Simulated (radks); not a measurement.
Task: Excited configurations of O IV: one electron is placed in a higher orbital outside [He] 2s2. The ground configuration is [He] 2s2 2p1. All-electron calculation, non-relativistic Kohn-Sham, PBE, spin-unpolarised, spherical densities, point nucleus. Program: a radial shooting solver on a logarithmic mesh with Libxc functionals. Excitation = E - E(ground); binding = E(ion) - E, where the ion is the core of charge +4; n* = 4/sqrt(2 binding) in atomic units, and the quantum defect is n - n*.

outer orbital  excitation (eV)  binding (eV)     n*  quantum defect  eigenvalue (eV)  <r> (bohr)
4p                      60.873        16.028  3.685           0.315          -14.169       4.934
4d                      62.151        14.750  3.842           0.158          -12.847       4.859
5d                      67.444         9.458  4.798           0.202           -8.388       8.026
5f                      67.928         8.973  4.925           0.075           -7.838       7.694
6p                      69.999         6.902  5.616           0.384           -6.211       11.81
6f                      70.579         6.322  5.868           0.132           -5.605       11.64
7d                      72.078         4.824  6.718           0.282           -4.346       16.54
7f                      72.220         4.681  6.819           0.181           -4.192       16.31

Estimate the row for 4s.

Result: excitation (eV) 59.523; binding (eV) 17.378; n* 3.539; quantum defect 0.461; eigenvalue (eV) -15.459; <r> (bohr) 4.769. The Delta-SCF ionisation energy is 76.901 eV (NIST Atomic Spectra Database: 77.414 eV, measured). Self-interaction in the functional shifts the binding energies and quantum defects, so they are the method's values and not measured ones. Spin polarisation and multiplet splitting are left out, so open shells lie too high by an amount that depends on their filling.

Beside tabulated values, note that spin-unpolarised runs miss the spin-polarisation part of the exchange energy of open shells.
